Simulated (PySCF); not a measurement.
# Continuum solvent and chemical shifts

Numbering as in the mapped SMILES `[OH:1][CH2:2][c:3]1[cH:4][cH:5][c:6]([B:7]([OH:8])[OH:9])[cH:10][cH:11]1`. Each H is labelled by its parent atom.

GIAO PBE0/pcSseg-1 in PySCF 2.14.0 with density-fitted response routines on one PBE0-D3(BJ)/def2-SVP conformer, non-relativistic, equivalent nuclei averaged. Solvents enter as an IEF-PCM continuum (benzene with ε = 2.3, water with ε = 78.4) around the gas-phase geometry. Shifts are referred to TMS, BF3·OEt2 computed in the same medium.

In benzene, δ in ppm: C3 153.3, C5/C10 139.9, C6 134.3, C4/C11 130.3, C2 68.1, B7 27.6, H(C5)/H(C10) 7.91, H(C4)/H(C11) 7.65, H(C2) 4.82, H(O8)/H(O9) 4.55, H(O1) 0.53. Dipole moment 2.75 D.

Q: How does each δ change in the more polar medium?

A: 
| atoms | environment | Δδ, water |
| --- | --- | --- |
| C3 | substituted aromatic carbon | +1.7 |
| C5/C10 | aromatic CH | +0.7 |
| C6 | substituted aromatic carbon | +0.1 |
| C4/C11 | aromatic CH | +0.9 |
| C2 | sp3 CH2 bonded to O, on an aromatic ring | +0.3 |
| B7 | boron bonded to C, 2 O | +0.4 |
| H(C5)/H(C10) | hydrogen on an aromatic CH | +0.11 |
| H(C4)/H(C11) | hydrogen on an aromatic CH | +0.11 |
| H(C2) | hydrogen on an sp3 CH2 bonded to O, on an aromatic ring | +0.07 |
| H(O8)/H(O9) | hydrogen on an oxygen bonded to B | +0.46 |
| H(O1) | hydrogen on an alcohol oxygen | +0.53 |

Changes are relative to benzene. The dipole moment becomes 3.37 D in water.

Q: Which nuclei move most (in ppm), and what does the model miss?

A: C3 (substituted aromatic carbon, +1.7 ppm) in water. A continuum only polarises the solute; specific hydrogen bonds, the anisotropy of aromatic solvents and changes of geometry or conformer are outside it.
